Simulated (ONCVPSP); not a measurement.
# PBEsol ONCV dataset for fluorine, scalar-relativistic all-electron reference.

```json
{"Element": "F", "Generator": "ONCVPSP 4.0.1", "Type": "optimised norm-conserving Vanderbilt (ONCV)", "Functional": "PBEsol", "Relativity": "scalar-relativistic", "Frozen core": "[He]", "Valence charge": "7", "Reference configuration": "2s2 2p5", "Partial waves": "2s: rc 0.70 bohr, ncon 3, nbas 6, qcut 8.9 1/bohr, 2 projectors, debl 4 Ha; 2p: rc 1.50 bohr, ncon 4, nbas 7, qcut 11.4 1/bohr, 1 projector; d scattering state at 0.19 Ha: rc 1.25 bohr, ncon 4, nbas 8, qcut 8.1 1/bohr, 2 projectors, debl 2.5 Ha", "Local potential": "polynomial inside 0.45 bohr (lpopt 3, dvloc0 0 Ha)", "Core correction": "Teter function, fcfact 1.5, rcfact 1.2"}
```

Poles of the logarithmic derivatives, all-electron (AE) and pseudo (PS). s: poles at no energy (AE) and no energy (PS) Ha. p: poles at 0.2 (AE) and 0.2 (PS) Ha. d: poles at no energy (AE) and no energy (PS) Ha. Test radii: s 0.71, p 1.52, d 1.27 bohr.

* Cutoffs needed: 89 Ha and 191 Ha (the cutoffs (Ha) at which the residual kinetic energy of the hardest occupied pseudo-wave falls to 1 and 0.1 mHa per electron)
* Ghost test: no bound ghost flagged; no localised positive-energy state flagged
* Largest excitation error: +737 meV (all-electron minus pseudo) for 2s2 2p2, out of 4 test configurations
* rms error of d²Exc/dni dnj: 1.72 mHa without and 1.58 mHa with the model core
